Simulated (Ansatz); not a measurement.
```xyz
5

C     0.0000   -0.4063   -0.0945
O     0.0000   -0.3624    1.1006
O     0.0000    0.6540   -0.9005
H     0.0000   -1.3371   -0.7000
H     0.0000    1.4426   -0.3332
```

Basis set: 6-31G* (spherical functions). Correlated methods keep 3 orbitals frozen. Charge 0, multiplicity 1.

Computed with Ansatz (development build ahead of 0.2.0); each method stands on the lowest determinant of its kind that the runs found. Restricted open shells among the atoms or ions are ROHF, correlated in semicanonical orbitals with singles.

**Question.** Give the atomization energy at this shape (free ground-state atoms in the same class of orbitals less the molecule, no zero-point energy) of singlet CH₂O₂ by RHF-MP2, RHF.

**Answer.**

```
 method  atomization energy
RHF-MP2     470.50 kcal/mol
    RHF     332.33 kcal/mol
```
